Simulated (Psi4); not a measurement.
sulfur monoxide (OS), triplet, geometry from GFN2-xTB; CAM-B3LYP/def2-TZVP run with Psi4 1.11.

Input for Psi4:
```
memory 2 GB

molecule {
0 3
O    -0.00000000   -0.00000000   -0.97801093
S     0.00000000    0.00000000    0.48900547
}

set {
  basis def2-tzvp
  reference uks
  scf_type pk
  puream true
  d_convergence 1e-8
  dft_radial_points 99
  dft_spherical_points 590
}

energy('cam-b3lyp')
print_variables()
```

What the program printed (banner, timings and long lists left out):

```
   => Loading Basis Set <=

    Name: DEF2-TZVP
    Role: ORBITAL
    Keyword: BASIS

         ---------------------------------------------------------
                                   SCF
               by Justin Turney, Rob Parrish, Andy Simmonett
                          and Daniel G. A. Smith
                              UKS Reference
         ---------------------------------------------------------

  ==> Geometry <==

    Molecular point group: c2v
    Full point group: C_inf_v

    Geometry (in Angstrom), charge = 0, multiplicity = 3:

       Center              X                  Y                   Z               Mass
    ------------   -----------------  -----------------  -----------------  -----------------
         O            0.000000000000     0.000000000000    -0.977829896510    15.994914619570
         S            0.000000000000     0.000000000000     0.489186503490    31.972071174400

  Running in c2v symmetry.

  Rotational constants: A = ************  B =      0.73471  C =      0.73471 [cm^-1]
  Rotational constants: A = ************  B =  22026.06887  C =  22026.06887 [MHz]
  Nuclear repulsion =   46.171728527206653

  Charge       = 0
  Multiplicity = 3
  Electrons    = 24
  Nalpha       = 13
  Nbeta        = 11

  ==> Algorithm <==

  SCF Algorithm Type is PK.
  DIIS enabled.
  MOM disabled.
  Fractional occupation disabled.
  Guess Type is SAD.
  Energy threshold   = 1.00e-06
  Density threshold  = 1.00e-08
  Integral threshold = 1.00e-12

  ==> Primary Basis <==

  Basis Set: DEF2-TZVP
    Blend: DEF2-TZVP
    Number of shells: 24
    Number of basis functions: 68
    Number of Cartesian functions: 78
    Spherical Harmonics?: true
    Max angular momentum: 3

  ==> DFT Potential <==

   => LibXC <=

    Version 7.1.2
    S. Lehtola, C. Steigemann, M. J. T. Oliveira, and M. A. L. Marques,  SoftwareX 7, 1–5 (2018) (10.1016/j.softx.2017.11.002)

   => Composite Functional: CAM-B3LYP <=

    CAM-B3LYP Hyb-GGA Exchange-Correlation Functional

    T. Yanai, D. P. Tew, and N. C. Handy,  Chem. Phys. Lett. 393, 51 (2004) (10.1016/j.cplett.2004.06.011)

    Deriv               =              1
    GGA                 =           TRUE
    Meta                =          FALSE

    Exchange Hybrid     =           TRUE
    MP2 Hybrid          =          FALSE

   => Exchange Functionals <=

    0.3500         Becke 88 [omega = 0.3300]
    0.4600   Short-range recipe for B88 functional - erf [omega = 0.3300]

   => Exact (HF) Exchange <=

    0.4600            HF,LR [omega = 0.3300]
    0.1900               HF

   => Correlation Functionals <=

    0.1900   Vosko, Wilk & Nusair (VWN5)
    0.8100   Lee, Yang & Parr

   => LibXC Density Thresholds  <==

    XC_HYB_GGA_XC_CAM_B3LYP:  1.00E-14

   => Molecular Quadrature <=

    Radial Scheme          =       TREUTLER
    Pruning Scheme         =           NONE
    Nuclear Scheme         =       TREUTLER

    Blocking Scheme        =         OCTREE
    BS radius alpha        =              1
    Pruning alpha          =              1
    Radial Points          =             99
    Spherical Points       =            590
    Total Points           =         109827
    Total Blocks           =            900
    Max Points             =            255
    Max Functions          =             67
    Weights Tolerance      =       1.00E-15

  ==> Integral Setup <==

  Using in-core PK algorithm.
   Calculation information:
      Number of atoms:                   2
      Number of AO shells:              24
      Number of primitives:             47
      Number of atomic orbitals:        78
      Number of basis functions:        68

      Integral cutoff                 1.00e-12
      Number of threads:                 1

  Performing in-core PK
  Using 8259093 doubles for integral storage.
  We computed 43908 shell quartets total.
  Whereas there are 45150 unique shell quartets.

  Computing range-separated integrals for PK
[...]
     B2        16      16
   -------------------------
    Total      68      68
   -------------------------

  ==> Iterations <==

                        Total Energy        Delta E     RMS |[F,P]|

   @UKS iter SAD:  -473.04247526534812   -4.73042e+02   0.00000e+00
   @UKS iter   1:  -473.28883146599838   -2.46356e-01   1.52397e-02 ADIIS/DIIS
   @UKS iter   2:  -473.03564770018664    2.53184e-01   2.55444e-02 ADIIS/DIIS
   @UKS iter   3:  -473.39855485735058   -3.62907e-01   2.08636e-03 ADIIS/DIIS
   @UKS iter   4:  -473.39989901182503   -1.34415e-03   5.34421e-04 ADIIS/DIIS
   @UKS iter   5:  -473.40014482203105   -2.45810e-04   1.61292e-04 ADIIS/DIIS
   @UKS iter   6:  -473.40017590850982   -3.10865e-05   5.94453e-05 DIIS
   @UKS iter   7:  -473.40018111728295   -5.20877e-06   1.76013e-05 DIIS
   @UKS iter   8:  -473.40018176536279   -6.48080e-07   5.86831e-06 DIIS
   @UKS iter   9:  -473.40018179645739   -3.10946e-08   5.59584e-07 DIIS
   @UKS iter  10:  -473.40018179681977   -3.62377e-10   1.24320e-07 DIIS
   @UKS iter  11:  -473.40018179684245   -2.26805e-11   3.40201e-08 DIIS
   @UKS iter  12:  -473.40018179684409   -1.64846e-12   6.29232e-09 DIIS
  Energy and wave function converged.

  ==> Post-Iterations <==

   Electrons on quadrature grid:
      Nalpha   =   12.9999999870 ; deviation = -1.304e-08
      Nbeta    =   10.9999999796 ; deviation = -2.042e-08
      Ntotal   =   23.9999999665 ; deviation = -3.346e-08

   @Spin Contamination Metric:   1.104830930E-02
   @S^2 Expected:                2.000000000E+00
   @S^2 Observed:                2.011048309E+00
   @S   Expected:                1.000000000E+00
   @S   Observed:                1.000000000E+00

    Orbital Energies [Eh]
    ---------------------

    Alpha Occupied:

[...]
       3B1    -0.326945

    Alpha Virtual:

[...]
      30A1    43.186355

    Beta Occupied:

[...]
    Beta Virtual:

[...]
    Final Occupation by Irrep:
             A1    A2    B1    B2
    DOCC [     7,    0,    2,    2 ]
    SOCC [     0,    0,    1,    1 ]
    NA   [     7,    0,    3,    3 ]
    NB   [     7,    0,    2,    2 ]

  @UKS Final Energy:  -473.40018179684409

   => Energetics <=

    Nuclear Repulsion Energy =             46.1717285272066533
    One-Electron Energy =                -744.6708098037463515
    Two-Electron Energy =                 251.1013954094092924
    DFT Exchange-Correlation Energy =     -26.0024959297136533
    Empirical Dispersion Energy =           0.0000000000000000
    VV10 Nonlocal Energy =                  0.0000000000000000
    Total Energy =                       -473.4001817968440946

  UHF NO Occupations:
  HONO-2 :    2 B1 1.9979806
  HONO-1 :    3 B2 1.0000000
  HONO-0 :    3 B1 1.0000000
  LUNO+0 :    4 B1 0.0020194
  LUNO+1 :    4 B2 0.0020194
  LUNO+2 :    8 A1 0.0011677
  LUNO+3 :    9 A1 0.0002561

Computation Completed

Properties will be evaluated at   0.000000,   0.000000,   0.000000 [a0]

Properties computed using the SCF density matrix

 Multipole Moments:

 ------------------------------------------------------------------------------------
     Multipole            Electronic (a.u.)      Nuclear  (a.u.)        Total (a.u.)
 ------------------------------------------------------------------------------------

 L = 1.  Multiply by 2.5417464519 to convert [e a0] to [Debye]
 Dipole X            :          0.0000000            0.0000000            0.0000000
 Dipole Y            :          0.0000000            0.0000000            0.0000000
 Dipole Z            :          0.6465173            0.0082106            0.6547280
 Magnitude           :                                                    0.6547280

 ------------------------------------------------------------------------------------

  Variable Map:
  ----------------------------------------------------------------------------
[...]
  Array Variable Map:
  ----------------------------------------------------------------------------
[...]
[...]
```
